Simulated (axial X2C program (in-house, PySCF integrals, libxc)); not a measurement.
**Curves of TiBr⁺ from open-shell CI on d2 s0 p(π)0**

Calculated with an in-house all-electron X2C program for linear molecules (integrals from PySCF): two-component X2C with atomic mean-field Coulomb and Gaunt terms, basis Ti dyall-v3z, Br dyall-v3z (cores contracted in-house). Orbitals come from Hartree–Fock averaged over the configuration Ti d2 s0 p(π)0; CI then distributes these electrons over the d, s, p(π) shells of Ti.

Scan along the bond; masses Ti 47.948 u, Br 78.918 u. Energies in cm⁻¹ from the lowest point; levels are followed by energy order within each Ω. Lowest level at 2.399 Å: 100% d2.

```csv
R (Å),(1)Ω=2,(1)Ω=3,(1)Ω=4,(1)Ω=1,(1)Ω=0
2.231,2082,2317,2555,3087,3641
2.315,497,725,955,1790,2009
2.399,0,221,444,1419,1448
2.495,403,616,831,1803,1771
2.591,1540,1746,1952,2864,2824
2.699,3408,3607,3806,4642,4598
2.831,6213,6404,6596,7339,7293
```

(1) Fit the curves (1)Ω=2, (1)Ω=3, (1)Ω=4, (1)Ω=0 near their minima.

The 5 lowest curves are shown; the next is (2)Ω=1, from 1508 cm⁻¹.

There is no dynamic correlation: spin–orbit spacings and, for f shells, spacings inside one term are the most reliable numbers, splittings between terms come out too wide, and energies between configurations are not reliable, so the lowest level need not be the ground state of the molecule. For d shells the ligand-field splittings (σ, π, δ) and their order can be off by a thousand cm⁻¹ or more. At most 6 roots were kept for each Ω > 0 (twice that for Ω = 0) within 3.2 eV of the lowest, so higher up levels can be missing between those listed; levels with Ω > 0 are doubly degenerate and listed once, Ω = 0 levels singly. States that fill the shells left empty in the average are placed too high.

Results:

(1) From the open-shell CI curves, Te from the lowest:

```
 level  Te (cm⁻¹)  Re (Å)  ωe (cm⁻¹)
(1)Ω=2          0   2.405      353.9
(1)Ω=3        221   2.405      353.4
(1)Ω=4        442   2.406      353.0
(1)Ω=0       1440   2.412      348.0
```

Without dynamic correlation distances can be off by several hundredths of an Å (long for ionic bonds, short for multiple bonds) and the wavenumbers are rough.
